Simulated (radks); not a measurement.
The hafnium ion Hf+ inside a hard spherical wall (all orbitals vanish at R), configuration held at [Xe] 4f14 5d1 6s2 and not refilled when levels cross. Calculated with a radial shooting solver on a logarithmic mesh with Libxc functionals: scalar-relativistic Kohn-Sham, PBE, spin-polarised, spherical densities, finite nucleus; open shells are filled with parallel spins first (spin-orbit coupling, left out, can overturn this in heavy ions); Fermi nuclear charge, rms radius 5.347 fm. Eigenvalues in eV for spin up, with the zero of energy where the potential of the charges vanishes at infinity; a dash marks a level that is unbound or too diffuse for the functional's potential to be trusted. A positive occupied level is held by the wall or, in an anion where self-interaction has pushed it up, behind a barrier. The pressure on the wall is -dE/dV.

R (bohr)	E (hartree)	kinetic (hartree)	e(5p)	e(4f)	e(6s)	e(5d)	e(6p, empty)	e(7s, empty)	pressure (GPa)
free	-15075.9281	16513.024	-44.952	-26.166	-12.065	-10.976	-7.043	-	0
20	-15075.9281	16513.024	-44.952	-26.166	-12.065	-10.976	-7.043	-	< 0.0001
15	-15075.9281	16513.024	-44.952	-26.166	-12.065	-10.976	-7.043	-	< 0.0001
12	-15075.9281	16513.024	-44.951	-26.166	-12.065	-10.976	-7.041	-3.119	< 0.0001
8	-15075.9264	16513.044	-44.867	-26.079	-11.994	-10.902	-6.824	-0.677	0.0948
6	-15075.8971	16513.260	-44.146	-25.325	-11.251	-10.255	-5.311	6.780	2.79
5	-15075.8064	16513.758	-42.884	-23.972	-9.513	-9.024	-2.317	17.505	15.4
4	-15075.4486	16515.347	-40.097	-20.856	-3.906	-5.814	6.325	42.926	98.8
2	-15060.4449	16570.657	4.335	24.883	136.62	55.904	174.91	399.77	20800
1.5	-15020.6027	16699.219	95.015	91.166	393.05	170.42	453.13	914.02	164000
